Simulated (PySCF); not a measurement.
**Fractional electron number in Bi²⁺ (bismuth, charge +2)**

The 6p alpha orbital of [Xe] 4f14 5d10 6s2 6p1 is emptied in steps (occupation f), with all orbitals relaxed, ending at [Xe] 4f14 5d10 6s2. All numbers are calculated (PySCF 2.14, a scalar-relativistic core potential, in aug-cc-pVDZ-PP with ECP60MDF). The exact energy is a straight line in f; departures are measured from the line between the end points of the same method.

```csv
f,UHF (eV),LDA (eV),PBE (eV),PBE0 (eV),r2SCAN (eV),LC-wPBE (eV),BHandHLYP (eV),wB97X (eV),MN15 (eV)
1,0.000,0.000,0.000,0.000,0.000,0.000,0.000,0.000,0.000
0.8,0.041,-0.667,-0.646,-0.473,-0.602,-0.057,-0.325,-0.120,-0.372
0.6,0.062,-1.000,-0.968,-0.707,-0.890,-0.081,-0.488,-0.181,-0.551
0.4,0.061,-0.998,-0.966,-0.703,-0.873,-0.075,-0.488,-0.181,-0.543
0.2,0.040,-0.663,-0.642,-0.466,-0.564,-0.046,-0.326,-0.120,-0.355
0,0.000,0.000,0.000,0.000,0.000,0.000,0.000,0.000,0.000
```

```tsv
method	E(f=0) − E(f=1) (eV)	−ε at f=1 (eV)	−ε at f=0.4 (eV)
UHF	23.004	23.265	22.951
LDA	23.843	19.678	24.687
PBE	23.606	19.564	24.423
PBE0	23.630	20.665	24.234
r2SCAN	23.693	19.898	24.526
LC-wPBE	23.742	23.371	23.833
BHandHLYP	23.620	21.587	24.026
wB97X	23.439	22.698	23.592
MN15	23.715	21.363	24.210
```

Orbital energy along the path (eV):

| f | UHF | LDA | PBE | PBE0 | r2SCAN | LC-wPBE | BHandHLYP | wB97X | MN15 |
| --- | --- | --- | --- | --- | --- | --- | --- | --- | --- |
| 1 | -23.265 | -19.678 | -19.564 | -20.665 | -19.898 | -23.371 | -21.587 | -22.698 | -21.363 |
| 0.8 | -23.157 | -21.342 | -21.186 | -21.865 | -21.470 | -23.543 | -22.400 | -22.986 | -22.344 |
| 0.6 | -23.053 | -23.015 | -22.808 | -23.057 | -23.022 | -23.699 | -23.213 | -23.284 | -23.293 |
| 0.4 | -22.951 | -24.687 | -24.423 | -24.234 | -24.526 | -23.833 | -24.026 | -23.592 | -24.210 |
| 0.2 | -22.851 | -26.345 | -26.023 | -25.392 | -25.918 | -23.935 | -24.838 | -23.899 | -25.089 |
| 0 | -22.755 | -27.959 | -27.605 | -26.525 | -27.041 | -24.010 | -25.662 | -24.160 | -25.857 |

Reference removal energy between the ground levels: 25.571 eV (measured; NIST Atomic Spectra Database, ionization energies). The calculation has no spin-orbit coupling. UHF lacks correlation.
